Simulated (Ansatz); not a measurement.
Breaking the C2–H3 bond in CH4BeSe (SMILES [CH3][Be][SeH]) (multiplicity 1 held, fragments rigid). Energies count from the point at 1.094 Å.
Geometry at that point (charge 0, multiplicity 1):
```xyz
7

Be     0.8409    -0.7609    -0.2140
C      2.0634    -1.8575    -0.5382
H      1.6877    -2.8828    -0.6105
H      2.8397    -1.8492     0.2329
H      2.5574    -1.6324    -1.4895
Se    -0.6419     0.6072     0.1344
H     -1.0024    -0.0909     1.3817
```

Signs of static correlation in cc-pVDZ, with CASSCF(2,2), from Ansatz (a first-principles code) runs.

```
R (Å)  T1 of restricted CCSD  ⟨S²⟩ of UHF  largest double amplitude of restricted CCSD  weight of the CASSCF reference in MRCISD  CASSCF natural occupations
-----  ---------------------  -----------  -------------------------------------------  ----------------------------------------  --------------------------
0.875                  0.011        0.000                                        0.039                                     0.888                   1.99 0.01
0.985                  0.011        0.000                                        0.040                                     0.888                   1.99 0.01
1.094                  0.011        0.000                                        0.040                                     0.887                   1.98 0.02
1.204                  0.011        0.000                                        0.040                                     0.887                   1.98 0.02
1.313                  0.011        0.000                                        0.041                                     0.887                   1.97 0.03
1.477                  0.012        0.000                                        0.039                                     0.887                   1.94 0.06
1.641                  0.014        0.000                                        0.035                                     0.887                   1.91 0.09
1.915                  0.019            …                                        0.139                                     0.887                   1.83 0.17
2.189                  0.027        0.799                                        0.195                                     0.887                   1.71 0.29
2.517                      …        0.927                                        0.397                                     0.887                   1.54 0.46
2.955                  0.055        0.986                                        0.584                                     0.888                   1.32 0.68
3.502                  0.069        1.005                                        0.759                                     0.888                   1.15 0.85
```

### Question
Complete the blanks.

### Answer

- 1.915, ⟨S²⟩ of UHF: 0.544
- 2.517, T1 of restricted CCSD: 0.039

Doubts at one or more of the structures used: a restricted determinant that unrestricted orbitals would lower (R-CCSD(T)/cc-pVDZ); other coupled-cluster roots lie near (R-CCSD(T)/cc-pVDZ); T1 above 0.05 (R-CCSD(T)/cc-pVDZ, U-CCSD(T)/cc-pVDZ); a spin-contaminated determinant (U-CCSD(T)/cc-pVDZ); the program's own flag: other amplitudes (U-CCSD(T)/cc-pVDZ).
